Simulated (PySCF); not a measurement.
# ZrO2, singlet: structure and spectrum

All numbers come from wB97X/[Zr def2-SVP with ECP28, O def2-SVP], scalar-relativistic core potentials, density fitting, no spin–orbit coupling, PySCF.

The structure is a minimum.

Coordinates in bohr (charge 0 multiplicity 1):
```
Zr    1.1944    0.0000    0.0000
O    -2.1505    0.0000    0.0000
O    -4.5743    0.0000    0.0000
```

```json
{"Point group": "C∞v", "Bond lengths": "O–O 1.283 Å, Zr–O 1.770 Å", "Bond angles": "O–O–Zr 180.0°", "Principal polarisabilities": "94.5, 94.5, 127.2 bohr³", "Atomisation energy without zero-point energy": "736 kJ/mol", "Rotational symmetry number": "1", "Lowest empty level": "-0.93 eV", "Entropy at 298.15 K and 1 bar": "253.4 J/(mol K)", "Principal quadrupole moments (Buckingham, traceless) about the centre of mass": "-7.77, 3.89, 3.89 D Å", "Heat capacity Cp at 298.15 K": "47.8 J/(mol K)", "Enthalpy at 298.15 K above 0 K": "11.31 kJ/mol", "Rotational constants": "0.1121 cm⁻¹", "Dipole moment": "5.96 D", "Zero-point energy": "14.9 kJ/mol", "Highest occupied level": "-7.55 eV"}
```

Harmonic modes (masses in u: Zr 89.905, O 15.995):
```
symmetry  ω (cm⁻¹)  IR (km/mol, summed over degenerate members)  μ (u)
       π       297                                          7.1  16.30
      σ+       635                                         45.7  20.07
      σ+      1267                                          271  16.20
```

In C∞v the vibrations span π + 2σ+.

Charges (e):
```csv
atom,Mulliken,Löwdin,polar tensor,Mayer order to Zr1
Zr1,0.39,0.18,0.50,–
O2,-0.07,0.15,0.23,1.76
O3,-0.32,-0.33,-0.73,0.62
```
Other Mayer orders above 0.3: O–O 0.97.

Mulliken populations on Zr1 (electrons outside its core potential): s 3.64, p 6.13, d 1.77, f 0.06.

Stability towards spin polarisation was not tested. Other isomers or separated fragments may lie lower. At this level a broken-symmetry Ms = 0 minimum of C∞v symmetry lies 2 kJ/mol below this structure.

The final relaxation and frequency run took 30 s on 2 threads of a shared Arm Neoverse N1 host, with 59 basis functions and 11 gradients; the process peaked at 0.63 GiB. Launch command: `OMP_NUM_THREADS=2 python axn.py task.json out`.
